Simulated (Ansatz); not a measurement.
Calculated with Ansatz (gas phase, PBE0-D4/def2-TZVP geometries, no zero-point term in ΔE). CCSD(T)/CBS adds triple-zeta CCSD(T) − MP2 to the extrapolated MP2 energy (def2 sets, frozen cores). DFT in def2-TZVPP. No spin–orbit coupling; open shells (•) take unrestricted orbitals. Each species was taken in one conformer, which may not be the lowest.

Reaction (homolysis of the Si–Si bond): `C=C[SiH](O)[SiH](O)O` → `C=C[SiH]O`• + `O[SiH]O`•

```csv
level,ΔE (kcal/mol),difference from CCSD(T)/CBS
r2SCAN-D4,71.5,-9.5
PBE0-D4,76.0,-5.0
ωB97X-V,81.2,0.2
ωB97M-V,81.0,0.0
B2PLYP,74.6,-6.4
PBE,70.7,-10.3
HF/def2-TZVPP,56.9,-24.1
MP2/def2-TZVPP,82.8,1.8
HF/CBS(def2),56.1,-24.9
CCSD/CBS(def2),79.5,-1.5
CCSD(T)/CBS,81.0,0
```

Largest T1 diagnostic among the species: 0.027.

From PBE to PBE0 (25 % exact exchange), in def2-TZVPP and without D4, ΔE moves by +2.5 kcal/mol. The D4 term adds +4.7 kcal/mol with B3LYP and +2.7 kcal/mol with PBE0; it sums over pairs of atoms, weighted by their polarisabilities, and B3LYP, whose exchange is more repulsive, gets the larger term. In def2-TZVPP, CCSD(T) changes the Hartree–Fock value by +22.1 kcal/mol (the triples alone add +1.5 kcal/mol) and MP2 by +25.9 kcal/mol; breaking electron pairs costs correlation energy, which Hartree–Fock lacks.

B3LYP here is the variant with VWN-RPA as its local correlation; programs differ in this.
